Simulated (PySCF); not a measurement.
# PdH2 at several levels of theory

All levels use the PBE0 minimum (triplet; Pd–H 1.607 Å (×2); H–Pd–H 134.7°), basis [Pd x2c-TZVPall, H x2c-TZVPall], spin-free X2C, density fitting, no spin–orbit coupling, PySCF. For vertical energies the ionised species is a doublet (spins chosen at PBE0 and kept) and the electron-attached one a doublet. Open shells are unrestricted.

```xyz
3
charge 0 multiplicity 3, angstrom
Pd    0.0116    0.0000    0.0000
H    -0.6077    0.0000    1.4833
H    -0.6077    0.0000   -1.4833
```

```csv
level,vertical IP (eV),vertical EA (eV),−ε(HOMO) (eV),dipole (D)
PBE0,9.26,2.02,6.71,1.12
HF,9.26,1.07,9.76,2.05
PBE,9.09,2.21,5.45,0.92
r2SCAN,?,?,?,?
B3LYP,?,?,?,?
TPSSh,9.20,2.01,6.06,1.13
wB97X,9.33,2.17,9.01,1.29
r2SCANh,9.28,2.06,6.22,1.11
```

Task: Fill in the row of r2SCAN.

Result: vertical IP (eV) 9.22, vertical EA (eV) 2.11, −ε(HOMO) (eV) 5.74, dipole (D) 1.06.

Task: Fill in the row of B3LYP.

Result: vertical IP (eV) 9.31, vertical EA (eV) 2.20, −ε(HOMO) (eV) 6.49, dipole (D) 1.08.

Without diffuse functions attachment energies tend to come out too low.

Other spin states or occupations of the open shell can lie lower.
